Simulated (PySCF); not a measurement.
**Identify the compound**

Molecular formula: C$_{5}$H$_{9}$OPSi$_{2}$. Simulated spectra:

$^{1}$H NMR (400 MHz, computed): δ 5.81 (m, 1H), 4.36 (m, 1H), 4.10 (m, 1H), 3.96 (s, 3H), 1.43 (s, 1H), 0.82 (m, 2H).

$^{13}$C{$^{1}$H} NMR (computed): δ 103.6 (C), 80.0 (C), 74.8 (CH), 74.1 (C), 56.3 (CH3).

Theoretical values (PySCF 2.14.0 with density-fitted response routines): PBE0/pcSseg-1 with gauge-including orbitals, geometry: GFN2-xTB. Averaged over atoms made equivalent by symmetry, fast rotation or ring inversion, no solvent, one computed conformer, no relativistic terms.

Chemical shifts δ = σref − σ; $^{1}$H, $^{13}$C against TMS, all at this level.

Q: Propose a structure and justify it.

A: 
1. 5 carbon signals for 5 carbons: no two carbons are equivalent.
2. Carbon types of the structure: 3 × C, 1 × CH, 1 × CH3, leaving 5 H on heteroatoms.
3. δC 103.6, 80.0, 74.1: alkyne carbon; sp carbons lie upfield of alkene carbons because the cylindrical π system leaves one tensor component strongly shielded.
4. δC 74.8: terminal alkyne carbon; sp carbons lie upfield of alkene carbons because the cylindrical π system leaves one tensor component strongly shielded.
5. δC 56.3: methyl carbon bonded to O; deshielded by the electronegative neighbour.
6. δH 5.81: hydrogen on a silicon bonded to O, P, Si.
7. δH 4.36, 4.10: hydrogen on a silicon bonded to C, Si.
8. δH 3.96: hydrogen on a methyl carbon bonded to O; its carbon carries O, an electronegative neighbour.
9. δH 1.43: hydrogen on a terminal alkyne carbon; it lies on the axis of the triple bond, in its shielding cone.

The compound is SMILES P[Si@@H]([SiH2]C#CC#C)OC.

The data come from this structure; uniqueness wasn't tested.

Splittings by $^{31}$P in the carbon and heteronuclear signals aren't shown, as no couplings were computed. Shifts are as computed. Against solution values, carbons near 30 ppm lie about +3 ppm off and those near 130 ppm about +5 ppm. Of 1211 compounds with measured shifts, 218 miss one by over three times the rms of a fit or turn the order of signals round; such compounds aren't used in these exercises. No couplings were computed; multiplicities are counted from neighbouring protons, with m where these are inequivalent, close in shift, in a saturated or five-membered ring or joined by F or P, and br s for small geminal =CH2 splittings.
